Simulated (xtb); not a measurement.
xtb input:

```bash
xtb mol.xyz --gfn 1 --opt tight --chrg 0 --uhf 0
```
mol.xyz:
```
2

Si    -0.00000000    -0.00000000    -1.03359826
S      0.00000000     0.00000000     0.90439848
```

Task: What final total energy does it print?

Result: -5.52548 Eh (GFN1-xTB).
